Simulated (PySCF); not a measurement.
Vertical excitations of a molecule C6H10 from TDDFT-PBE/def2-SVPD in PySCF 2.14.0, as energy in eV (oscillator strength): 5.92 (0.161), 6.09 (0.001), 6.16 (0.010), 6.54 (0.023), 6.83 (0.004), 6.89 (0.004), 7.14 (0.002), 7.26 (0.039), 7.49 (0.004), 7.57 (0.047). Lowest triplet (TDA): 4.24 eV. Geometry: B3LYP-D3(BJ)/def2-SVP. The values are those of a single conformer.

Task: Which structure fits?
(A) C=C=C(C)CC
(B) CC=C=C(C)C
(C) CC#CCCC
(D) C=C[C@H]1C[C@H]1C

Result: D, C=C[C@H]1C[C@H]1C
